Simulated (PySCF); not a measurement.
CrHO, SMILES [Cr][OH] (connectivity only; charge and spin as stated), neutral, multiplicity 6. The structure is a stationary point at PBE-D3(BJ)/def2-TZVP. The spin state was assumed, not searched.

All values below come from PBE-D3(BJ)/def2-TZVP in PySCF.

Harmonic wavenumbers (cm⁻¹): 633, 645, 3688. Rotational constants (GHz): 727.6, 11.46, 11.29; symmetry number 1.

Task: Work out the zero-point energy and the ideal-gas rigid-rotor harmonic-oscillator thermochemistry at 298.15 K and 1 atm.

Result: ZPE = ½ Σ hcν = ½ × 4966 cm⁻¹ = 29.70 kJ/mol. H − E(el) = 40.35 kJ/mol. Entropy in J/(mol K): translation 161.55, rotation 78.55, vibration 3.24, spin 14.90, total 258.24. G − E(el) = -36.64 kJ/mol. Cp = 41.21 J/(mol K).
